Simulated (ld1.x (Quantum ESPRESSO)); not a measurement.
Scattering properties, ultrasoft potential for germanium (Ge)

- Element: Ge
- Generator: ld1.x (Quantum ESPRESSO) 7.5
- Type: ultrasoft
- Functional: PBE
- Relativity: scalar-relativistic
- Frozen core: [Ar] 3d10
- Valence charge: 4
- Reference configuration: 4s2 4p1 (charge +1)
- Partial waves: 4s (bound): rcut 1.45, rcutus 1.90 bohr; 4s channel at -1 Ry: rcut 1.45, rcutus 1.90 bohr; 4p (bound): rcut 1.35, rcutus 1.90 bohr; 4p channel at -0.5 Ry: rcut 1.35, rcutus 1.90 bohr
- Local potential: all-electron potential smoothed inside 1.65 bohr (lloc = -2)
- Core correction: a·sin(br)/r model core inside 1.15 bohr
- Augmentation charge: built from norm-conserving waves at rcut, not smoothed further

The phase is arctan(r·u′/u) with u = r·R(r), unwrapped; energies in Ry, scanned from -3 to 5 Ry. A pole is an energy at which the radial function vanishes at the test radius. The pseudo phase is shifted by a multiple of π to meet the all-electron one at the reference energy, and phase errors are pseudo minus all-electron; the curves can meet again beyond the range given. Levels narrower than the energy grid can be missing from the lists of poles.

For each channel, where are the poles, and over which energies does the pseudopotential scatter like the atom?

```json
{"channel": "s", "radius (bohr)": "2.04", "reference energy (Ry)": "-1.46", "poles, all-electron": "1.17", "poles, pseudo": "1.18", "unbroken range about the reference energy with phases within 0.05 rad": "the whole range", "phase error 1 Ry above the reference energy (rad)": "+0.000"}
{"channel": "p", "radius (bohr)": "2.04", "reference energy (Ry)": "-0.83", "poles, all-electron": "2.68", "poles, pseudo": "2.65", "unbroken range about the reference energy with phases within 0.05 rad": "the whole range", "phase error 1 Ry above the reference energy (rad)": "-0.000"}
```

Phases in the p channel:

| E (Ry) | all-electron | pseudo |
| --- | --- | --- |
| -3.00 | 1.173 | 1.172 |
| -2.52 | 1.104 | 1.104 |
| -2.04 | 0.995 | 0.995 |
| -1.56 | 0.803 | 0.803 |
| -1.08 | 0.418 | 0.418 |
| -0.60 | -0.263 | -0.263 |
| -0.12 | -0.861 | -0.861 |
| 0.36 | -1.169 | -1.169 |
| 0.84 | -1.329 | -1.329 |
| 1.32 | -1.425 | -1.426 |
| 1.80 | -1.490 | -1.491 |
| 2.28 | -1.538 | -1.540 |
| 2.76 | -1.577 | -1.579 |
| 3.24 | -1.610 | -1.614 |
| 3.72 | -1.641 | -1.647 |
| 4.20 | -1.670 | -1.681 |
| 4.68 | -1.701 | -1.718 |
